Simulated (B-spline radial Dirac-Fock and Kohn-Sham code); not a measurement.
# Binding energies of Fe¹⁹⁺ at several levels of theory

System: Fe¹⁹⁺ in the configuration [He] 2s2 2p3.

The density-functional columns are spherical, spin-unpolarised Dirac-Kohn-Sham results without Breit or QED terms: −ε is minus the orbital energy of the initial state and ΔSCF the difference of two total energies. The reference in the last column comes from Dirac-Fock energy differences between relaxed states, corrected for Breit and QED terms. All numbers are from a radial atomic solver, in eV; a selection of levels is shown. The Kohn-Sham columns are given as differences from the reference. For the 1s level of heavy atoms much of the gap between ΔSCF and the reference is the Breit and QED part, -10.9 eV here; for other levels the error of the functional can be larger.

```tsv
level	LDA −ε − DF	LDA ΔSCF − DF	Dirac-Fock
K	-169.5	+16.4	8105.4
L1	-47.0	-2.0	1659.3
L2,3	-51.5	+0.8	1571.5
```

Values without a named source are computed, but for edge energies of neutral atoms, which are taken from tables.
